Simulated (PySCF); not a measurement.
## Spin states of PtN

Unrestricted PBE0; PySCF, spin-free X2C with a Gaussian nucleus, basis sets Pt x2c-TZVPPall, N x2c-TZVPPall. Outer shells of the fragments: Pt 5d9 6s1; N 2s2 2p3.

Followed along the bond (rough minima from three points):

```csv
2Ms+1,unpaired,⟨S²⟩ at the start,R at minimum (Å),Te (eV)
2,π ↑,0.95,1.67,0.00
4,"σ ↑, π ↑↑",3.77,1.74,0.20
2,"σ ↓, π ↑↑",1.77,1.77,0.48
2,"σ ↑, π ↑↓",1.76,1.74,0.70
4,"π ↑↑, δ ↑",3.77,1.83,1.02
2,"π ↑↑, δ ↓",1.77,1.85,1.15
```

Solutions found at the starting distance of 1.830 Å, counted from the lowest of them; the search is not exhaustive and high or unbound solutions are not listed, so other states can lie among these:

| 2Ms+1 | unpaired | term | E (eV) | ⟨S²⟩ | ⟨Lz²⟩ | μ (D) |
| --- | --- | --- | --- | --- | --- | --- |
| 4 | σ ↑, π ↑↑ | mixed | 0.00 | 3.77 | 1.70 | -2.72 |
| 2 | π ↑ | mixed | 0.15 | 0.95 | 2.70 | -2.22 |
| 2 | σ ↓, π ↑↑ | mixed | 0.20 | 1.77 | 1.70 | -2.81 |
| 2 | σ ↑, π ↑↓ | mixed | 0.51 | 1.76 | 3.73 | -2.88 |
| 4 | π ↑↑, δ ↑ | mixed | 0.69 | 3.77 | 5.70 | -2.56 |
| 2 | π ↑↑, δ ↓ | mixed | 0.82 | 1.77 | 5.70 | -2.43 |
| 2 | π ↑↓, δ ↑ | mixed | 1.21 | 1.76 | 7.71 | -2.60 |
| 2 | σ ↑ | not assigned | 1.57 | 0.76 | 3.89 | -3.17 |
| 4 | π ↑↑↑ | mixed | 1.95 | 3.76 | 2.70 | -2.44 |
| 4 | σ ↑↑, π ↑ | mixed | 2.19 | 3.79 | 2.80 | 0.42 |
| 2 | σ ↑ | mixed | 2.51 | 1.10 | 1.68 | 0.79 |
| 6 | σ ↑↑, π ↑↑, δ ↑ | mixed | 2.88 | 8.77 | 5.70 | -0.14 |
| 4 | σ ↑, π ↑, δ ↑ | mixed | 2.99 | 3.77 | 6.72 | -3.91 |
| 6 | σ ↑↑, π ↑↑↑ | mixed | 3.81 | 8.76 | 2.73 | 0.12 |

A term symbol is given only where ⟨S²⟩ and ⟨Lz²⟩ are close to those of a pure state; real π, δ and φ orbitals otherwise mix terms. A positive dipole means Pt(−)N(+).

Task: Compare the gap between the two lowest followed solutions at the starting distance with the gap between their minima.

Result: At PBE0 the second solution (quartet, unpaired electrons σ ↑, π ↑↑) lies -0.15 eV from the first (doublet, unpaired electrons π ↑) at 1.830 Å and +0.20 eV at the minima; the two curves relax by different amounts, since their minima lie near 1.74 and 1.67 Å.

Spin–orbit coupling is left out. With d or f electrons several states lie close, and the lowest PBE0 determinant need not be the measured ground state.
